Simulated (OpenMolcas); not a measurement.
## What dynamic correlation does to the levels of Sb IV

```
Program             : OpenMolcas
Basis               : ANO-R3 [8s7p5d3f2g1h]
Scalar Hamiltonian  : X2C, finite nucleus
Active space        : 2 electrons in 4 orbitals (5s 5p)
State averaging     : 2S+1 = 3 even, 3 roots; 2S+1 = 1 even, 7 roots; 2S+1 = 3 odd, 3 roots; 2S+1 = 1 odd, 3 roots
Spin-orbit coupling : RASSI with atomic mean-field integrals over the reference wave functions, term energies averaged over their components
```

Methods on the same reference wave functions:
A. CASSCF
B. SS-CASPT2, IPEA 0.25 Eh, imaginary shift 0.1 Eh (closed shells correlated: 4d)
C. MS-CASPT2, IPEA 0.25 Eh, imaginary shift 0.1 Eh (closed shells correlated: 4d)

Energies in cm⁻¹ above 5s² ¹S₀, the measured ground level; measured values from Moore, Atomic Energy Levels, vol. III, NSRDS-NBS 35 (1971 reprint of NBS Circular 467, 1958).

| Level | A | B | C | Measured |
| --- | --- | --- | --- | --- |
| 5s² ¹S₀ | 0.0 | 0.0 | 0.0 | 0.0 |
| 5s 5p ³P°₀ | 59806 | 64590 | 65280 |  |
| 5s 5p ³P°₁ | 61870 | 66540 | 67240 | 66700 |
| 5s 5p ³P°₂ | 66637 | 71420 | 72110 | 72560 |
| 5s 5p ¹P°₁ | 102965 | 93990 | 94680 | 95952 |
| 5p² ³P₀ | 149529 | 152550 | 153240 | 152076 |
| 5p² ³P₁ | 152683 | 156090 | 156780 | 156388 |
| 5p² ¹S₀ | 189123 | 181440 | 182820 |  |

Deviations, from unrounded energies. A percentage is the sum of absolute deviations over the sum of measured energies, with the sign that they share, or ± where signs differ.

```
           Against measurement  Levels     A     B     C
mean absolute deviation (cm-1)       5  4800   810   760
      other configurations (%)       5  ±4.4  ±0.7  ±0.7
```

B, C lie about equally close to measurement and A furthest from it. The largest miss of C in the table is 5s 5p ¹P°₁, by -1300 cm-1. The ranking rests on the paired levels alone, and a cruder setting can come out closer through cancelling errors.

Between B and C the level of the table that moves most is 5p² ¹S₀, by 1400 cm-1 (lowest in B, highest in C). Moves below CASPT2's spread within the term are not significant.

The lowest spin-free term lies below A's lowest term by 0.481 hartree in B, 0.485 hartree in C.

Over all roots computed the reference weight is 0.89 to 0.94 in B, 0.89 to 0.94 in C; the roots of lowest weight are the least certain, and an intruder state may touch them. The ¹D term of p² mixes with s d, which this space lacks. Measured partners are found by configuration, term and J. A level has none where our copy of the source lacks it or the pairing is in doubt (some pairs that miss far off the trend of their configuration count as doubtful), and it then counts in no deviation. Levels of configurations outside the active space are missing. The table leaves out levels that lie high or whose names do not pair safely across all columns.

° marks odd parity.
